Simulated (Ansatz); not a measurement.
A geometry relaxed with B3LYP-D3(BJ)/def2-TZVP in Ansatz (a program for electronic structure), charge 0, multiplicity 1:

```xyz
14

H      0.3045     1.1272    -0.9792
Cl     1.8233     1.6665     1.9676
Si     1.4224    -0.0264     0.8343
H      0.6507    -1.2153    -1.7851
C     -1.2825     0.7076     0.4087
H     -0.5340    -1.8050    -0.6157
H      2.6576    -0.3592     0.0919
H     -2.0924     0.9085    -0.2973
H     -1.1296     1.6051     1.0091
H      1.0942    -1.1219     1.7741
H     -1.0452    -0.7551    -1.9326
H     -1.6208    -0.0882     1.0774
C     -0.2404    -0.9404    -1.2169
C     -0.0078     0.2965    -0.3362
```

Question: Write the SMILES of this molecule.

Answer: `CC(C)[SiH2]Cl`
